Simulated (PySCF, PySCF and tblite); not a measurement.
A run on one conformer of C6H7F3, numbered as in [CH2:1]=[CH:2]/[CH:3]=[C:4](/[CH3:5])[C:6]([F:7])([F:8])[F:9], from an ensemble study. The sound level was wB97X-D/pcSseg-1 (IEF-PCM, chloroform) on GFN2-xTB geometries.

Input:

```
{"job": {"xc": "SCAN", "basis": "pcSseg-1", "solvent": "benzene", "scf": {"level_shift": 0.2}, "kind": "nmr", "pop": false}, "charge": 0, "multiplicity": 1}
C      2.883788     0.064719     0.643612
C      1.635964     0.483994     0.447950
C      0.612307    -0.403853    -0.052037
C     -0.679723    -0.170932    -0.310571
C     -1.606804    -1.227901    -0.832232
C     -1.403805     1.135426    -0.132200
F     -1.940661     1.557349    -1.297158
F     -2.442602     1.003704     0.720374
F     -0.687515     2.166400     0.329183
H      3.649125     0.722572     1.016146
H      3.181435    -0.950873     0.437672
H      1.377033     1.507338     0.665502
H      0.957600    -1.413498    -0.243566
H     -2.435677    -1.377131    -0.139916
H     -1.079523    -2.167653    -0.962256
H     -2.028542    -0.920718    -1.789476
```

Command: OMP_NUM_THREADS=1 python ens_run.py task.json out

Output:

```
NotImplementedError: meta-GGA GIAO
```

**Question.** What is wrong with this calculation?

**Answer.** The setting at fault: functional unknown or not served for shieldings. GIAO shieldings aren't available for SCAN here. (The solvent model also differs from the sound level's.) The input was rejected before any iteration.
